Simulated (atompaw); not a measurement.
Before and after: PAW (atompaw) potential for titanium (Ti)

- Element: titanium (Ti)
- Generator: atompaw 4.2.0.5
- Type: PAW
- Functional: LDA (PW92)
- Relativity: non-relativistic
- Frozen core: [Ne]
- Valence charge: 12
- Reference configuration: 3s2 3p6 3d2 4s0 4p0 (charge +2)
- Partial waves: 3s (bound): rc 1.70 bohr; 4s (bound, empty): rc 2.65 bohr; 3p (bound): rc 1.45 bohr; 4p (bound, empty): rc 2.65 bohr; 3d (bound): rc 2.65 bohr; 3d channel at -0.7 Ry: rc 2.65 bohr
- Local potential: bessel scheme, radius 2.25 bohr
- Core correction: smooth core density matched at 1.55 bohr
- Augmentation charge: sinc compensation charge, radius 2.30 bohr; PAW radius 2.65 bohr; waves and projectors: custom rrkj gramschmidtortho

Change: local potential troulliermartins scheme with l = 3 at 0 Ry, radius 2.25 bohr.

Cutoffs: the cutoffs (Ry, on a coarse ladder) from which the occupation-weighted sum of valence levels, in a spherical-Bessel basis at the reference potential, stays within 10 and 1 mRy of its value at 400 Ry; they do not see the model core or the augmentation charge, which bear on the density cutoff.

**Question.** What does the change do?

**Answer.** The potential gets neither clearly harder nor softer (35 Ry and 70 Ry → 35 Ry and 70 Ry); the range in which the p phases agree narrows (upper end 3.1 → 1.0); the range in which the d phases agree narrows (upper end 4.2 → -0.0); neither file shows a bound ghost.

| quantity | base | changed |
| --- | --- | --- |
| cutoff, loose | 35 Ry | 35 Ry |
| cutoff, tight | 70 Ry | 70 Ry |
| bound ghosts | none | none |
| s: phases at 2.65 bohr within 0.05 rad from the reference energy up to (Ry; the scan ends near 5) | 2.2 | 2.4 |
| p: phases at 2.65 bohr within 0.05 rad from the reference energy up to (Ry; the scan ends near 5) | 3.1 | 1.0 |
| d: phases at 2.65 bohr within 0.05 rad from the reference energy up to (Ry; the scan ends near 5) | 4.2 | -0.0 |
| lowest overlap eigenvalue by channel | s 0.43, p 0.54, d 0.14 | s 0.38, p 0.47, d 0.09 |

 The cutoffs see the waves, projectors and local potential, not the compensation charge or the core.
